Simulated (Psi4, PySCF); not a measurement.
H₂Se₂ (SMILES [SeH][SeH]), singlet, geometry from GFN2-xTB, atoms displaced at random by about 0.03 Å a coordinate. Base run: PBE0/STO-3G, gradient run with PySCF.

The PySCF input:
```python
from pyscf import gto, scf, dft

mol = gto.M(
    atom='''
Se    0.153817   -0.855644    0.723020
H     0.547069   -1.847486   -0.340884
Se   -0.231814    0.865281   -0.742008
H    -1.071421    1.496569    0.148028
''',
    basis='sto-3g',
    charge=0,
    spin=0,
    verbose=4,
)

mf = dft.RKS(mol)
mf.xc = 'pbe0'
mf.kernel()
g = mf.nuc_grad_method()
grad = g.kernel()
```

Programs used: Psi4, PySCF; a row that names a program was run with it.

The coordinate followed is y of atom 3.

Each row names what was changed in the base input (with any setting that the change needs).

```csv
change,dE/dx (Eh/bohr),net force (Eh/bohr)
base,-0.000792,0.000010
density fitting = on,-0.000791,0.000010
grids.level = 0; grid_response = off,…,0.002755
grids.level = 1; grid_response = on,-0.000963,0.000000
grids.level = 0; grid_response = on,-0.003772,0.000000
density fitting = on; auxbasis_response = off,-0.001134,0.000199
finite difference step (bohr) = 1e-5; conv_tol = 1e-11,-0.000830,-
code = psi4,-0.000729,0.000068
grids.level = 5; grid_response = off,-0.000808,0.000004
finite difference step (bohr) = 1e-4; conv_tol = 1e-11,-0.000830,-
finite difference step (bohr) = 0.2; conv_tol = 1e-11,-0.002317,-
conv_tol = 1e-4,-0.000776,0.000010
```

Task: Complete the blanks.

Result: 
- grids.level = 0; grid_response = off, dE/dx (Eh/bohr): 0.002018

The net force is zero for an exact gradient.
